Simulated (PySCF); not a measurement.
GeFCl3, SMILES [F][Ge]([Cl])([Cl])[Cl]. Geometry optimised at B3LYP-D3(BJ)/def2-SVP.

Give the equilibrium geometry at B3LYP-D3(BJ)/def2-SVP (PySCF confirms it by a frequency run) as a Z-matrix, and its point group. (The exact figures need the calculation; the answer reports its results.)

point group C3v.
```
Ge
F 1 1.7253
Cl 1 2.1328 2 107.81
Cl 1 2.1328 2 107.81 3 -120.00
Cl 1 2.1328 2 107.81 3 120.00
```
Charge 0, spin multiplicity 1.
